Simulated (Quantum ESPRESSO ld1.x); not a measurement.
Results of a calculation; reference values are marked as such.
Problem. These are the eigenvalues of the occupied orbitals of an atom or ion with whole-number occupations (Ry). Code: ld1.x of Quantum ESPRESSO 7.5. Model: scalar-relativistic Kohn-Sham, LDA (Slater exchange, Hedin-Lundqvist correlation), spin-unpolarised, spherical densities, point nucleus.

| orbital | eigenvalue |
|---|---|
| 1s | -4.38310 |

Which element is it, and in what charge state? The configuration may be excited.

Solution. Z = 3, lithium, charge +1: Li+ in [He]. The 1s level, -2.1915 hartree, gives Z - s = 2.1 by -(Z - s)^2/2, which with screening and relativity narrows Z to a few neighbours, and the depths must fix Z and the occupations together.
